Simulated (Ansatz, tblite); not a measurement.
Removing and adding an electron: Cu₃H₃ (the lowest singlet isomer of a short search). Charge 0, multiplicity 1. Geometry: PBE-D4/def2-SVP. Ansatz, gas phase; energy differences of separate SCF runs; the oxidised species was run as a doublet alone; the reduced species was run as a doublet alone.

```xyz
6

Cu   -1.1541    0.2654    0.6288
Cu    0.3766    0.7419   -1.0514
Cu    0.7775   -1.0072    0.4226
H    -1.0965    1.4203   -0.5961
H     1.6275   -0.3741   -0.8867
H    -0.5309   -1.0461    1.4828
```

The xTB rows come from tblite. Correlated methods freeze 27 core orbitals. In CCSD on the charge 1 doublet the largest single amplitude is 0.31, so its Hartree–Fock determinant may place the open shell otherwise than the density functionals do. HOMO above LUMO, or a gap near zero within one spin, warns that the state may not be the lowest or that an electron is smeared out. The structure comes from a short search, and lower isomers may exist.

(1) Estimate orbital energies and vertical ionisation energies and electron affinities at: GFN1-xTB; GFN2-xTB; PBE-D4/def2-TZVP; r2SCAN-D4/def2-TZVP; r2SCAN-D4/def2-TZVPD; PBE0-D4/def2-TZVP; PBE0-D4/def2-TZVPD; CCSD/def2-TZVP; CCSD(T)/def2-TZVP.

Results:

(1) 
```tsv
level	−HOMO (eV)	vertical IE (eV)	−LUMO (eV)	vertical EA (eV)	HOMO–LUMO gap (eV)	IE − EA (eV)	remarks
GFN1-xTB	11.38	13.88	8.52	5.81	2.86	8.07	–
GFN2-xTB	9.20	12.97	2.04	0.21	7.16	12.76	–
PBE-D4/def2-TZVP	5.23	8.31	2.06	–	3.18	–	gap within one spin near zero (+1 doublet)
r2SCAN-D4/def2-TZVP	5.25	8.23	1.70	–	3.55	–	–
r2SCAN-D4/def2-TZVPD	5.26	–	1.75	0.09	3.52	–	HOMO above zero (-1 doublet)
PBE0-D4/def2-TZVP	6.57	8.53	1.02	–	5.55	–	–
PBE0-D4/def2-TZVPD	6.58	–	1.22	-0.07	5.37	–	HOMO above zero (-1 doublet)
CCSD/def2-TZVP	–	8.61	–	–	–	–	large T1 (0.074) (+1 doublet)
CCSD(T)/def2-TZVP	–	8.73	–	–	–	–	large T1 (0.074) (+1 doublet)
```

Run but left out: HF/def2-TZVP, MP2/def2-TZVP (charge +1 doublet: a determinant that CCSD turns far, T1 0.074); PBE-D4/def2-TZVPD (charge -1 doublet: an occupied level 0.06 eV above an empty one).   A HOMO above zero means that the electron is unbound at that level or that self-interaction error raises the level; the energy of removing that electron tells which. Raw xTB energy differences between charge states are shifted by several eV; the methods need an empirical correction for them. A negative affinity means that the extra electron isn't bound; its size then hangs on the basis.
